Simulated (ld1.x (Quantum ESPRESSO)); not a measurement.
nitrogen: excitation energies, all-electron against ultrasoft

N, ultrasoft, made with ld1.x (Quantum ESPRESSO) 7.5 (PBEsol, scalar-relativistic). Core [He], reference 2s1 2p4. Waves: 2s (bound): rcut 0.55, rcutus 0.70 bohr; 2s channel at 3.55 Ry: rcut 0.55, rcutus 0.70 bohr; 2p (bound): rcut 1.15, rcutus 1.55 bohr; 2p channel at 4.15 Ry: rcut 1.15, rcutus 1.55 bohr. Local part: all-electron potential smoothed inside 1.10 bohr (lloc = -1). Core correction: none. Augmentation charge: PSQ, radius 0.55 bohr.

Energies are relative to the spin-unpolarised reference configuration 2s1 2p4; without spin polarisation the order of configurations can differ from experiment.

```tsv
valence configuration	charge	ΔE all-electron (eV)	error AE − PS (meV)
2s2 2p2	+1	2.087	+87
2s2 2p1	+2	30.824	+205
2s2 2p3.3	-0.3	-13.038	+66
2s2 2p2.5	+0.5	-6.372	+71
2s1 2p3	+1	13.801	+4.5
```

Q: What are ΔE and the potential's error for 2s1 2p0?

A: ΔE = 155.226 eV all-electron; the error (AE − PS) is +653 meV.

Q: What are ΔE and the potential's error for 2s2 2p3?

A: ΔE = -11.434 eV all-electron; the error (AE − PS) is +66 meV.

Note: ghost state, extra bound levels that the all-electron valence spectrum of the same l lacks: s at -327.0 eV. A true bound ghost makes a file unfit for plane-wave use.
